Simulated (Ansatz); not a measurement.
Species: C₂H₃BO, SMILES `C=C1BO1` with one electron removed (charge 1, multiplicity 2), formula C₂H₃BO.

Question: How many basis functions does frozen-core CCSD(T)/cc-pVTZ // PBE-D3(BJ)/def2-TZVP (Ansatz, an electronic-structure program) use, how many core orbitals are frozen, and how many electrons are correlated?

Answer: 162 basis functions and 4 frozen orbitals, which leaves 19 correlated electrons. Core time is of the order of minutes.
